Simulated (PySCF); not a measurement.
Compound: C8H12NP.
Cartesian coordinates in Å at the GFN2-xTB level; atoms count from 1:
```xyz
22
C8H12NP angstrom
C      3.9174    0.2091    0.0404
C      2.4182    0.1702   -0.0141
C      1.7396    1.0414   -0.8547
P      0.0215    1.1244   -1.0165
C     -0.4288   -0.1269    0.1215
C     -1.8949   -0.4274    0.3124
C     -2.4923   -0.9609   -0.9899
C     -2.6413    0.8248    0.7716
C      0.5233   -0.8404    0.8249
N      1.8384   -0.7182    0.7768
H      4.3409    0.1366   -0.9595
H      4.2781   -0.6148    0.6487
H      4.2501    1.1474    0.4825
H      2.3211    1.7270   -1.4597
H     -1.9945   -1.1986    1.0857
H     -3.5446   -1.2015   -0.8556
H     -1.9692   -1.8601   -1.3088
H     -2.4029   -0.2115   -1.7753
H     -3.6925    0.6007    0.9395
H     -2.5697    1.6037    0.0134
H     -2.2148    1.2031    1.6987
H      0.1865   -1.6089    1.5170
```

NICS is the negative of the GIAO shielding at a point without a nucleus: at the ring centre (0) and 1 Å above and below it (1); zz is the component along the ring normal. Level: GIAO PBE0/pcSseg-1 (PySCF, non-relativistic, gas phase) on the GFN2-xTB geometry, one conformer.

Ring bond lengths (Å), with Mayer bond orders in brackets: C2–C3 1.388 (1.32), C3–P4 1.728 (1.36), P4–C5 1.750 (1.27), C5–C9 1.382 (1.40), C9–N10 1.322 (1.49), N10–C2 1.323 (1.50).

Task: What do the NICS probes read (ppm)?

Result: 
```tsv
ring	type	NICS(0)	NICS(1), two faces	NICS(1)zz, two faces	rms pucker (Å)	centre to ring atoms, mean (Å)
C2–C3–P4–C5–C9–N10	6-membered ring with N and P; formal bonds all aromatic	-6.0	-10.2 / -10.2	-24.2 / -24.3	0.00	1.47
```

Task: What can be read from them?

Result: 
- C2–C3–P4–C5–C9–N10: mean NICS(1)zz -24.3 ppm, shielded.

Task: How equal are the bonds by HOMA? HOMA takes Krygowski's 1993 parameters.

Result: 
- C2–C3–P4–C5–C9–N10: HOMA 0.92; the largest term is that of P4–C5, α(R − Ropt)² = 0.32.

Task: Give the inner angles of the rings and the Hirshfeld charges of the ring atoms.

Result: 
- C2–C3–P4–C5–C9–N10: C2 124.7° (+0.073 e), C3 125.0° (-0.119 e), P4 99.2° (+0.132 e), C5 121.5° (-0.049 e), C9 128.3° (+0.012 e), N10 121.3° (-0.156 e); sum 720.0° against 720° for a flat convex ring.
